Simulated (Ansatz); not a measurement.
`S=C=CBBr` + H₂ → `C=C=S` + `BBr` at 500 K and 1 bar (hydrogenolysis of a C–B bond).

Calculated with Ansatz (gas phase, PBE0-D4/def2-TZVP geometries, no zero-point term in ΔE). CBS: MP2 limit from def2 TZ/QZ plus the TZ coupled-cluster correction, frozen cores. This one scheme is used for every species. For Br outer-core shells are correlated without core-valence functions, which leaves a few kJ/mol of doubt a bond. Scalar relativity is left out up to krypton. One conformer a species, not always the lowest.

| species | CCSD(T)/CBS energy (Eh) | H − E (kJ/mol) | S (J/(mol·K)) |
| --- | --- | --- | --- |
| `S=C=CBBr` | -3073.19240 | 129.5 | 385.5 |
| H₂ | -1.17544 | 41.0 | 145.5 |
| `C=C=S` | -475.02456 | 102.0 | 284.0 |
| `BBr` | -2599.32470 | 74.3 | 270.3 |

H − E and S are ideal-gas, rigid-rotor, harmonic terms from PBE0-D4/def2-TZVP, for one conformer and one mirror image of each species. The MP2-based limit puts H₂ 0.8 mEh under its directly extrapolated value; such offsets cancel only in part. 1 Eh = 2625.50 kJ/mol, R = 8.31446 J/(mol·K).

**Question.** By hand: ΔE, ΔH, ΔS and ΔG.

**Answer.** ΔE = (-475.02456) + (-2599.32470) − (-3073.19240) − (-1.17544) = 0.01858 Eh = 48.8 kJ/mol. Δ(H − E) = 102.0 + 74.3 − 129.5 − 41.0 = 5.8, so ΔH = 54.6 kJ/mol. ΔS = 284.0 + 270.3 − 385.5 − 145.5 = 23.3 J/(mol·K). ΔG = 54.6 − 500 × (23.3)/1000 = 43.0 kJ/mol.

**Question.** By hand: the equilibrium constant, and the temperature at which ΔG would vanish if ΔH and ΔS stayed fixed.

**Answer.** log₁₀ K = −ΔG/(RT ln 10) = -4.5. ΔG = 0 at ΔH/ΔS = 2343 K.

ΔH outweighs TΔS. A doubt of 5 kJ/mol in ΔE shifts log₁₀ K by 0.5 here. Other conformers and mirror images would add mixing entropy, several J/(mol·K) or more a flexible species. These are equilibria of isolated gas molecules and say nothing of rates. Largest T1 diagnostic: 0.017 (customary marks: 0.02 for closed shells, 0.045 for open ones).
